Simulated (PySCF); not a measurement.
SMILES F[SiH2][SiH2][SiH3] (H7FSi3) at its GFN2-xTB optimised geometry (Å):

```
11

F      2.4444     0.3136     0.8669
Si     2.0002    -0.9810     0.0000
Si    -0.3081    -0.9810     0.0000
Si    -1.3344     1.0993     0.0000
H      2.7079    -2.0627     0.6794
H      2.6584    -0.7365    -1.2811
H     -0.7836    -1.7864     1.1407
H     -0.7416    -1.7731    -1.1662
H     -0.6015     2.0627     0.8237
H     -1.4103     1.6638    -1.3516
H     -2.7079     1.0655     0.5119
```

Calculation: PySCF with B3LYP/def2-TZVP. Cells within 0.4 Å of a nucleus heavier than hydrogen are left out (blank, or x).

Map of the log10 of the electron density (e/bohr³), floored at −4 on the plane z = 0.0 Å:

```
|0000000000000000000000000000000|
|0000000000000000000000000000000|
|0000000000000000000000000000000|
|0000000000000000000000000000000|
|0000000000111111000000000000000|
|0000000011222222100000000000000|
|0000001122334433210000000000000|
|0000112334455554321000000000000|
|0001223445566655421000000000000|
|0001234556667665431111111000000|
|0012345666787765432122322100000|
|00124567779x9765432234443310000|
|0013456777xxx765433345555421000|
|0012456677898765544456665432000|
|0012345666777776555566776532100|
|0001234455677776666667776532100|
|0000123345667777766677766532100|
|00000122345679x977779x976542100|
|0000001234567xxx7777xxx76542100|
|00000001245668x977779x976543100|
|0000000123566776666677776543100|
|0000000123456666555666776543100|
|0000000012345555544556666542100|
|0000000012334444333345555432100|
|0000000001223333222233444321000|
|0000000000112221111122232210000|
|0000000000000000000001111100000|
|0000000000000000000000000000000|
|0000000000000000000000000000000|
|0000000000000000000000000000000|
|0000000000000000000000000000000|
```
Scale: ten equal steps from -4.00 (start of '0') to -0.082 (end of '9'), in the order '0123456789'; x runs from -5.00 to 5.00, y from -5.00 (bottom) to 5.00 (top).
